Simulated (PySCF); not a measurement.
# C (carbon, neutral) across methods

[He] 2s1 2p2 3s1, high-spin 5P determinant (an excited configuration). Calculation: PySCF 2.14, in dyall-av3z (15s9p3d2f, 71 functions); scalar relativity by spin-free X2C-1e.

```csv
method,E (hartree),mean ε 2s α (eV),mean ε 2p α (eV),mean ε 3s α (eV),Σ⟨r²⟩ (bohr²),⟨S²⟩
BLYP,-37.3818,-21.036,-12.484,-1.821,36.26,6.000
r2SCAN,-37.3958,-22.388,-13.402,-2.058,36.53,6.000
B3LYP,-37.3961,-23.179,-14.169,-2.307,36.24,6.000
PBE,-37.3507,-21.430,-12.787,-2.076,36.42,6.000
PBE0,-37.3616,-23.898,-14.679,-2.506,36.54,6.000
MN15,-37.3904,-23.957,-14.957,-2.277,35.73,6.000
UHF,-37.30565,-30.906,-19.995,-3.491,36.62,6.000
LDA,-37.0172,-21.230,-12.726,-2.082,35.97,6.000
B97-3,-37.3877,-23.990,-14.719,-2.508,36.60,6.000
```

The outer electron is Rydberg-like, and this basis confines it to a smaller radius and binds it less than a complete one would.
